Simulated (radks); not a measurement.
Results of a calculation; reference values are marked as such.
Q: Orbital eigenvalues (eV) of the chromium ion Cr+, [Ar] 3d5, of relativity; Dirac values are averaged over j with weights 2j + 1. Spin-unpolarised spherical Kohn-Sham, BLYP, point nucleus unless stated (finite: rms radius 3.6452 fm), a radial shooting solver on a logarithmic mesh with Libxc functionals. A level marked "c x" has the speed of light scaled by that factor and shares open shells by 2j + 1; other Dirac levels either fill j = l - 1/2 first or share by 2j + 1.

| shell | non-rel. |
|---|---|
| 1s | -5843.3 |
| 2s | -664.73 |
| 2p | -566.13 |
| 3s | -79.369 |
| 3p | -52.063 |
| 3d | -9.9798 |
| 4s (empty) | -9.9753 |
| 4p (empty) | -6.0955 |

Give the values at the level "Dirac, c x 10".

A: 
shell       Dirac, c x 10  change of magnitude (%)
1s                -5843.7                    +0.01
2s                -664.82                    +0.01
2p                -566.15                    0.00
3s                -79.383                    +0.02
3p                -52.066                    +0.01
3d                -9.9792                    -0.01
4s (empty)        -9.9768                    +0.01
4p (empty)        -6.0960                    +0.01
